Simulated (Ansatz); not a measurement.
**Pulling the pair apart**

The pair of HBr (SMILES Br, atoms 1–2) and PH3 (SMILES P, atoms 3–6), both closed shells, in one local arrangement (a lower one may exist), relaxed at PBE0-D4/def2-TZVP:

Br1  (-0.169, 0.074, -2.702)
H2  (-0.077, 0.034, -1.279)
P3  (0.096, -0.042, 1.570)
H4  (-0.084, 1.165, 0.843)
H5  (-0.909, -0.733, 0.842)
H6  (1.143, -0.497, 0.725)
(Å)

PH3 is shifted rigidly along the line between the mean atom positions of the two fragments (negative: closer). Counterpoise interaction energies in kJ/mol. Ansatz 0.2.0; basis: def2-TZVPPD; cores frozen in the correlated methods. Filled d shells of the heavier atoms are correlated. The def2 sets are not built for correlating such inner shells, so the correlated values are less sure here.

```csv
shift (Å),PBE0-D4,wB97M-V,PBE-D4
-0.43,-1.8,2.1,-3.8
-0.21,-6.1,-3.6,-7.7
0.00,-7.0,-5.2,-8.3
0.21,-6.4,-5.1,-7.5
0.51,-5.0,-4.0,-5.7
1.07,-2.6,-2.2,-2.9
2.14,-0.5,-0.6,-0.6
4.28,0.1,0.0,0.2
```

At the largest shift the D4 term itself is slightly repulsive (PBE0-D4 +1.0 meV, PBE-D4 +1.4 meV): a quirk of that model, not of the functional.

**Question.** What does CCSD(T) give at these shifts? (To be estimated.)

**Answer.** The calculation gives: 5.1, -1.5, -4.0, -4.4, -3.8, -2.2, -0.6, 0.0 kJ/mol. For zero shift, CCSD(T) at an estimated basis limit (MP2 extrapolated from triple and quadruple zeta, plus CCSD(T) − MP2 in triple zeta) gives -5.6 kJ/mol. These are counterpoise interaction energies, counted from the two frozen fragments.

T1 diagnostic: at most 0.010.

For scale, one of the runs: CCSD(T)/def2-TZVPPD, 173 basis functions, launched by `ansatz run in.yaml --threads 2 --pin off --events-out ev --progress --plain --max-ram 5222MiB`. The run took 40 s on 2 CPU threads of an Arm Neoverse V1 (shared host), with 1.4 GiB of host memory at its peak.
